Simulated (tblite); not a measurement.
Species: 1-ethoxy-2-methylpropane, C6H14O.
Numbering: `[CH3:1][CH2:2][O:3][CH2:4][CH:5]([CH3:6])[CH3:7]` (hydrogens: H8, H9, H10 on C1; H11, H12 on C2; H13, H14 on C4; H15 on C5; H16, H17, H18 on C6; H19, H20, H21 on C7)

Computed with GFN2-xTB (tblite), gas phase: Langevin dynamics at 600 K from the optimised GFN2-xTB geometry, time step 0.5 fs, friction 0.01 fs⁻¹, 2000 steps. The instantaneous temperature is 2·E(kin)/(3Nk) with all 3N coordinates.

```tsv
t (fs)	T (K)	E(pot) above start (eV)	C1–C2 (Å)	C2–O3 (Å)	O3–C4 (Å)	C4–C5 (Å)	C5–C6 (Å)	C1–H8 (Å)	C1–C2–O3–C4 (°)
0	472	0.000	1.528	1.407	1.411	1.530	1.526	1.086	-71
50	339	0.904	1.519	1.413	1.418	1.555	1.498	1.057	-77
100	540	1.122	1.582	1.423	1.495	1.583	1.525	1.160	-74
150	640	1.098	1.543	1.428	1.414	1.522	1.592	1.010	-63
200	698	1.605	1.565	1.369	1.395	1.477	1.638	1.152	-60
250	764	1.335	1.519	1.449	1.375	1.571	1.446	1.048	-121
300	542	2.121	1.534	1.415	1.501	1.564	1.592	1.117	-155
350	718	1.672	1.484	1.415	1.349	1.551	1.599	1.076	-149
400	884	1.914	1.524	1.432	1.453	1.563	1.516	1.153	-167
450	755	1.502	1.498	1.422	1.373	1.531	1.568	1.059	175
500	680	1.282	1.562	1.406	1.365	1.552	1.626	1.071	174
550	449	1.308	1.482	1.452	1.449	1.546	1.446	1.103	176
600	602	0.897	1.501	1.445	1.368	1.595	1.564	1.099	153
650	482	1.377	1.610	1.355	1.410	1.597	1.604	1.091	169
700	506	1.336	1.576	1.466	1.459	1.479	1.548	1.139	157
750	632	1.333	1.561	1.411	1.416	1.585	1.477	1.079	164
800	536	1.616	1.531	1.384	1.359	1.561	1.521	1.065	-160
850	896	0.943	1.570	1.475	1.434	1.590	1.517	1.135	-141
900	572	1.557	1.524	1.485	1.405	1.556	1.529	1.056	-122
950	595	1.983	1.502	1.351	1.425	1.578	1.635	1.159	-127
1000	604	2.009	1.547	1.420	1.383	1.611	1.606	1.092	-110
```

**Question.** From 500 fs on, how do temperature and potential energy compare with equipartition?

**Answer.** The mean temperature of these 11 frames is 596 K against the target 600 K, and the mean potential energy 1.42 eV against 57 × kT/2 = 1.47 eV for 57 classical harmonic modes. For 21 atoms in a canonical ensemble the temperature itself scatters by T·√(2/(3N)) = 107 K; here its standard deviation is 115 K. The whole run lasts only 10 friction times of 100 fs, so these averages carry a wide statistical error.

**Question.** What are the kinetic and total energies of the listed frame with the highest potential energy?

**Answer.** The one at 300 fs, 2.121 eV above the start. Its kinetic energy is 3NkT/2 = 1.472 eV at 542 K, so the sum is 3.59 eV; over the listed frames the sum runs from 1.28 to 4.31 eV, since the thermostat adds and removes energy.

**Question.** How much do the listed bonds fluctuate from 500 fs on?

**Answer.** 
```csv
bond,at the start (Å),mean (Å),standard deviation (Å)
C1–C2,1.528,1.542,0.037
C2–O3,1.407,1.423,0.044
O3–C4,1.411,1.407,0.033
C4–C5,1.530,1.568,0.035
C5–C6,1.526,1.552,0.058
C1–H8,1.086,1.099,0.031
```

The motion is classical and holds no zero-point motion.

What follows is the cost of the whole dynamics run. The run took 14 s wall on one thread of an Intel Xeon at 2.60 GHz, shared host, and the process peaked at 0.18 GiB of memory.
